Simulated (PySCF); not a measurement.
## Steps of a relaxation of [AuI2]−

[AuI2]− (singlet). PySCF 2.14.0, RKS B3LYP, Au def2-SVP with ECP60, I def2-SVP with ECP28; non-relativistic Hamiltonian with scalar-relativistic core potentials where named; density fitting; no spin-orbit coupling. Origin of the start: template. Columns: position (Å) and force (eV/Å). Energies are counted from the last step; some of the 5 steps are shown. Forces carry noise of the integration grid, about 0.01 to 0.03 eV/Å.

Run from Python with OMP_NUM_THREADS=2. Where DIIS fails, smearing, a level shift and second-order steps follow.
It took 22 s on 2 threads of Intel(R) Xeon(R) Platinum 8259CL CPU @ 2.50GHz (Skylake/Cascade Lake), with other jobs on the host, from the converged density of the start.

```xyz
3
step 0  E = 0.207 eV
Au    0.0000    0.0000    0.0000     0.00    0.00    0.00
I     0.0000    0.0000    2.5110     0.00    0.00    1.62
I     0.0000    0.0000   -2.5110     0.00    0.00   -1.62
```

```xyz
3
step 1  E = 0.030 eV
Au    0.0000    0.0000    0.0000     0.00    0.00    0.00
I     0.0000    0.0000    2.5933     0.00    0.00    0.57
I     0.0000    0.0000   -2.5933     0.00    0.00   -0.57
```

```xyz
3
step 3  E = 0.000 eV
Au    0.0000    0.0000    0.0000     0.00    0.00    0.00
I     0.0000    0.0000    2.6482     0.00    0.00    0.01
I     0.0000    0.0000   -2.6482     0.00    0.00   -0.01
```

Problem. Where does the relaxation end?

Solution. It converges at step 4 in D∞h:
```xyz
3
step 4  E = 0
Au    0.0000    0.0000    0.0000
I     0.0000    0.0000    2.6492
I     0.0000    0.0000   -2.6492
```

Problem. How did the contacts change?

Solution. 
```tsv
contact	start (Å)	end (Å)
Au1–I2 (I)	2.511	2.649
Au1–I3 (I)	2.511	2.649
```
